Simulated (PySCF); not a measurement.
A GIAO shielding run with PySCF 2.14.0 with density-fitted response routines (density fitting, non-relativistic, gas phase) on `COC[Si@H](C)[SiH2]CCl`, C4H13ClOSi2:

```
$ OMP_NUM_THREADS=1 python probes_run.py task.json out

{"job": {"kind": "nmr", "xc": "PBE0", "basis": "pcSseg-1"}, "charge": 0, "multiplicity": 1}
C      2.898129     1.481437    -0.199604
O      1.654067     0.961071     0.186114
C      1.652062    -0.439738     0.411513
Si    -0.189906    -0.812389     0.799531
C     -0.629948    -2.537153     0.113095
Si    -1.192704     1.016510    -0.226337
C     -3.086162     1.000365     0.127526
Cl    -3.777243    -0.582367    -0.313268
H      2.766595     2.554992    -0.322740
H      3.235533     1.042718    -1.147297
H      3.660818     1.291939     0.565884
H      2.015778    -0.963519    -0.482153
H      2.338314    -0.688579     1.229584
H     -0.323323    -0.885346     2.270535
H     -0.489701    -2.582636    -0.963982
H     -0.021539    -3.321056     0.557834
H     -1.669882    -2.773902     0.312974
H     -0.802140     2.363308     0.207851
H     -1.096865     0.995818    -1.695644
H     -3.323169     1.154274     1.177588
H     -3.627630     1.741195    -0.454773
```

Hardware: 1 thread of an AMD EPYC, shared host. The job also computes population analyses, field gradients.

(1) How large is the calculation?

(2) How long does it take, and how much memory does it need?

## Answers

(1) 90 electrons, 222 basis functions and 1222 auxiliary functions.

(2) 110 s of wall time, with 13 SCF cycles and 4 response iterations; peak memory 1.1 GiB. Times on a shared host scatter by some tens of per cent.
